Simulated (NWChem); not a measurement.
Species: SiHOBrCl₂; SMILES O[Si](Cl)(Cl)Br

```xyz
6

O      0.1037    -0.7584    -1.9167
Si     0.0085    -0.4841    -0.3066
Cl    -1.7049    -1.2826     0.4794
Cl     1.6287    -1.3846     0.5280
Br     0.0268     1.6739     0.1423
H     -0.5894    -0.3976    -2.4798
```
Atoms are numbered in this order, from 1.

Program: NWChem. Structure relaxed at the PBE0/def2-SVP level.

Task: Predict the results for KT2/def2-SVP. Quantities: highest occupied level (eV); orbital gap (eV); dipole (D).

Result: 
```json
{
 "highest occupied level (eV)": "-7.43",
 "orbital gap (eV)": "6.08",
 "dipole (D)": "1.71"
}
```
